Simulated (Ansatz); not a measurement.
Basis sets compared for Si(GeH3)2H2 (SiGe2H8). Charge 0, multiplicity 1. Geometry PBE0-D4/def2-SVP. Ansatz on 2 threads of Arm Neoverse V1 on a shared host; times are rough, and most runs start from earlier orbitals.

```xyz
11

Ge   -0.695   -0.456   -1.818
Ge    1.309    0.407    1.455
Si   -0.849    0.066    0.503
H     0.197    0.573   -2.538
H    -2.085   -0.446   -2.482
H    -0.073   -1.853   -2.006
H     1.988    1.623    0.797
H     2.198   -0.829    1.223
H     1.213    0.662    2.971
H    -1.538   -1.055    1.216
H    -1.665    1.308    0.680
```

Another isomer (singlet) lies 0.12 eV lower at PBE0-D4/def2-TZVP; other spin states weren't run for this one.

Binding counts from free atoms (Ge triplet, Si triplet, H doublet) in the same basis, without a counterpoise term.

```
           level  functions  energy (Eh)  HOMO (eV)  LUMO (eV)  binding per atom (eV)  wall time
 PBE-D4/def2-SVP        122   -4446.8868      -6.90      -0.75                   2.70      2.1 s
PBE0-D4/def2-SVP        122   -4447.0386      -7.97       0.04                   2.71      3.5 s
```

Estimate the rows for PBE-D4/def2-TZVP (with forces), PBE0-D4/def2-TZVP.


```csv
level,functions,energy (Eh),HOMO (eV),LUMO (eV),binding per atom (eV),wall time
PBE-D4/def2-TZVP (with forces),181,-4447.5160,-6.90,-0.93,2.70,4.2 s
PBE0-D4/def2-TZVP,181,-4447.6635,-7.94,-0.13,2.71,5.5 s
```
